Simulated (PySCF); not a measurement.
An unknown is described by computed data only.

Formula: CH4ClFSi.

- Dipole: 0.65 D [B97-2/pcSseg-2]
- Rotational structure: rotational constants A, B, C: 17.840, 1.869, 1.746 GHz [PBE0-D3(BJ)/def2-TZVP]
- NMR, other nuclei: isotropic shieldings of nuclei other than C and H, by class: 371 (1 F), 366 (1 Si), 971 (1 Cl) ppm [GIAO B97-2/pcSseg-2]
- 13C NMR: chemical shifts (computed TMS as zero) by class: 28.5 (1 C) ppm [GIAO B97-2/pcSseg-2]
- 1H NMR: chemical shifts (computed TMS as zero) by class: 4.92 (2 H), 3.10 (2 H) ppm [GIAO B97-2/pcSseg-2]

The electronic properties come from PySCF, for the isolated species, density fitting. Levels stand in brackets. The structure is a single PBE0-D3(BJ)/def2-TZVP conformer in the gas phase; no vibrational or solvent corrections. NMR classes are plain means over equivalent atoms (diastereotopic ones count apart unless rotation or inversion swaps them), as if these changed places fast.

Question: Give a SMILES that accounts for the data.

Answer: Numbering: `[F:1][SiH2:2][CH2:3][Cl:4]`. Its formula, CH4ClFSi, gives 0 degrees of unsaturation, so no ring and no π bond. The one carbon: sp3 C–Cl carbon [C3] (28.5 ppm). Hydrogen classes from least to most shielded: 2 H on a fluorine-bound silicon, Si2 (4.92 ppm), 2 H on an sp3 C–Cl carbon, C3 (3.10 ppm). The other shieldings belong to: 371 ppm, silicon-bound fluorine [F1]; 366 ppm, fluorine-bound silicon [Si2]; 971 ppm, alkyl chlorine [Cl4]. The optimised geometry has point group Cs and is an asymmetric top. Structure: `F[SiH2]CCl` (chloromethylfluorosilane). The assignments are read from this structure; whether some other isomer fits the data as well wasn't checked.

The values belong to the conformer `[F:1][SiH2:2][CH2:3][Cl:4]`: F1–Si2–C3–Cl4 180°.
